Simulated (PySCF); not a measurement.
## Ionisation energy of Hg⁺ by level of theory

Hg⁺ [Xe] 4f14 5d10 6s1 (2S) → Hg²⁺ [Xe] 4f14 5d10 (1S), as a difference of total energies. Computed with PySCF 2.14 in def2-TZVPPD with the def2 core potential (60 electrons), with a scalar-relativistic core potential. Correlated levels: valence: 5s2 5p6 frozen. The calculations carry no spin-orbit coupling.

Task: Order these methods by the ionisation energy they give, lowest first.
A. SCS-MP2 (valence)
B. MP2 (valence)
C. CCSD (valence)
D. CCSD(T) (valence)

Result: C (18.379 eV), A (18.421 eV), D (18.451 eV), B (18.625 eV).

Errors of the correlated levels include the incompleteness of this basis and the frozen core.

For comparison: 18.757 eV (measured; NIST Atomic Spectra Database, ionization energies).
